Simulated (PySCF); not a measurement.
## `C#CCS(=O)(=O)Cl`: 4 charge schemes on one density

Compound: C₃H₃ClO₂S.
Structure used (GFN2-xTB), in Å, numbered top down from 1:
```
atom  x, y, z in Å
C1     1.927    1.159   -0.239
C2     1.170    0.248   -0.410
C3     0.215   -0.799   -0.585
S4    -1.292   -0.256    0.275
O5    -1.003    0.097    1.624
O6    -2.355   -1.169    0.008
Cl7   -1.706    1.466   -0.726
H8     2.604    1.947   -0.094
H9     0.512   -1.729   -0.105
H10   -0.064   -0.959   -1.623
```

Density: PBE0/pcSseg-1 (PySCF); schemes: Mulliken, IAO, Hirshfeld and ESP-fitted. The structure is a single GFN2-xTB conformer in the gas phase; no vibrational or solvent corrections.

At which atom do the 4 schemes differ most?

At S4: from +0.527 (Hirshfeld) to +1.970 e (IAO), 1.443 e apart.

Do the Mulliken, IAO, Hirshfeld and ESP-fitted schemes agree on where the charge is highest?

All schemes agree: Mulliken S4 (+0.949); IAO S4 (+1.970); Hirshfeld S4 (+0.527); ESP-fitted S4 (+0.817).

What partial charge does each atom carry?

In e:

```
atom                 environment  Mulliken     IAO  Hirshfeld  ESP-fitted
  C1      terminal alkyne carbon    -0.275  -0.181     -0.076      -0.457
  C2               alkyne carbon    +0.113  -0.053     -0.058      +0.113
  C3  sp3 carbon bound to sulfur    -0.224  -0.456     -0.050      -0.383
  S4             sulfonyl sulfur    +0.949  +1.970     +0.527      +0.817
  O5             sulfonyl oxygen    -0.450  -0.817     -0.274      -0.381
  O6             sulfonyl oxygen    -0.467  -0.829     -0.284      -0.424
 Cl7        chlorine bonded to S    -0.129  -0.263     -0.054      -0.091
  H8             alkyne hydrogen    +0.059  +0.213     +0.107      +0.346
  H9          methylene hydrogen    +0.215  +0.209     +0.087      +0.259
 H10          methylene hydrogen    +0.208  +0.206     +0.077      +0.201
```

Mean size of the charges over all atoms: IAO 0.520 e, ESP-fitted 0.347 e, Mulliken 0.309 e, Hirshfeld 0.159 e. Each set sums to the total charge, 0, to within 0.001 e. The IAO scheme counts the electrons in orthogonalised intrinsic atomic orbitals, a minimal basis polarised so that it spans the occupied orbitals exactly. The Hirshfeld scheme weights the molecular density at each point by an atom's share of the summed free-atom densities.

How many electrons does the IAO scheme count on O6?

Z − q = 8 − (-0.829) = 8.829.

Sum the charges by element, for elements with more than one atom.

```tsv
element	atoms	Mulliken	IAO	Hirshfeld	ESP-fitted
C	3	-0.386	-0.690	-0.184	-0.727
O	2	-0.916	-1.646	-0.559	-0.805
H	3	+0.482	+0.629	+0.270	+0.806
```

How closely do the schemes follow one another over all atoms?

Correlation coefficient and root-mean-square difference: IAO with Hirshfeld 0.98, 0.542 e; Mulliken with IAO 0.97, 0.379 e; Mulliken with Hirshfeld 0.96, 0.196 e; Mulliken with ESP-fitted 0.95, 0.130 e; IAO with ESP-fitted 0.90, 0.429 e; Hirshfeld with ESP-fitted 0.90, 0.224 e.
